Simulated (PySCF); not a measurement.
Isomers of C8H10, mass 106.078 u with the commonest isotopes. Method: PBE0/def2-SVPD in PySCF (dipole) on a GFN2-xTB geometry, gas phase. One conformer each, none proved a minimum here; rigid rotors.

Task: Order these by radius of gyration √(Σ m r²/M), largest first.
A. `CC1=CC2(C=C1)CC2` (5-methylspiro(2.4)hepta-4,6-diene)
B. o-xylene (`Cc1ccccc1C`)
C. `CC1=CC=CC12CC2` (4-methylspiro(2.4)hepta-4,6-diene)
D. `[CH:1]#[C:2][C:3]1=[CH:4][CH2:5][CH2:6][CH2:7][CH2:8]1` with C3–C4–C5–C6 -15°, C4–C5–C6–C7 46°, C5–C6–C7–C8 -65°, C6–C7–C8–C3 48°

Result: D (2.060 Å), A (1.975 Å), B (1.906 Å), C (1.836 Å).

Task: Order these by dipole moment, smallest first.
A. `[CH:1]#[C:2][C@@H:3]1[CH:4]=[CH:5][CH2:6][CH2:7][CH2:8]1` with C2–C3–C4–C5 -106°, C4–C5–C6–C7 16°, C5–C6–C7–C8 -47°, C6–C7–C8–C3 64°
B. `CC1=CC=CC12CC2` (4-methylspiro(2.4)hepta-4,6-diene)
C. o-xylene (`Cc1ccccc1C`)

Result: C (0.66 D), A (0.86 D), B (1.18 D).

Task: Order these by out-of-plane moment Σ m c² = (Ia + Ib − Ic)/2, smallest first.
A. 5-methylspiro(2.4)hepta-4,6-diene (`CC1=CC2(C=C1)CC2`)
B. `Cc1c(cccc1)C` (o-xylene)
C. `[CH:1]#[C:2][C:3]1=[CH:4][CH2:5][CH2:6][CH2:7][CH2:8]1` with C3–C4–C5–C6 -15°, C4–C5–C6–C7 46°, C5–C6–C7–C8 -65°, C6–C7–C8–C3 48°
D. `[CH:1]#[C:2][C@@H:3]1[CH:4]=[CH:5][CH2:6][CH2:7][CH2:8]1` with C2–C3–C4–C5 -106°, C4–C5–C6–C7 16°, C5–C6–C7–C8 -47°, C6–C7–C8–C3 64°

Result: B (3.12 u·Å²), C (10.56 u·Å²), A (21.14 u·Å²), D (47.64 u·Å²).

```tsv
SMILES	point group	Ia (u·Å²)	Ib (u·Å²)	Ic (u·Å²)	κ	μa (D)	μb (D)	μc (D)
Cc1ccccc1C	C2v	157.05	231.55	382.36	-0.09	0.66	0.00	0.00
CC1=CC2(C=C1)CC2	Cs	99.16	335.86	392.74	-0.89	0.67	0.26	0.00
C#C[C@@H]1C=CCCC1	C1	142.65	295.32	342.69	-0.77	0.78	0.28	0.23
CC1=CC=CC12CC2	Cs	171.92	206.96	336.62	0.31	1.13	0.31	0.00
C#CC1=CCCCC1	C1	108.79	352.14	439.81	-0.84	1.15	0.02	0.02
```
